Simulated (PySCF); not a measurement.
# Fractional electron number in Co(2+) (cobalt, charge +2)

The 3d beta orbital of [Ar] 3d7 is emptied in steps (occupation f), with all orbitals relaxed, ending at [Ar] 3d6. All numbers are calculated (PySCF 2.14, no relativity, point nucleus, in def2-TZVPPD). The exact energy is a straight line in f; departures are measured from the line between the end points of the same method.

Among BHandHLYP, wB97X, r2SCAN0, which shows the largest delocalisation error (convex curve), and which is closest to linear?

Most convex: r2SCAN0 (-1.240 eV at f = 0.4); closest to linear: BHandHLYP (-0.675 eV).

```csv
f,BHandHLYP (eV),wB97X (eV),r2SCAN0 (eV)
1,0.000,0.000,0.000
0.8,-0.435,-0.484,-0.819
0.6,-0.664,-0.737,-1.235
0.4,-0.675,-0.746,-1.240
0.2,-0.457,-0.502,-0.829
0,0.000,0.000,0.000
```

```csv
method,E(f=0) − E(f=1) (eV),−ε at f=1 (eV),−ε at f=0.4 (eV)
BHandHLYP,33.578,30.911,34.087
wB97X,33.792,30.813,34.373
r2SCAN0,33.719,28.628,34.733
```

Reference removal energy between the ground levels: 33.5 ± 0.06 eV (semi-empirical (NIST evaluation); NIST Atomic Spectra Database, ionization energies). The calculation has no spin-orbit coupling. The determinant left behind need not be the lowest term of the ion.
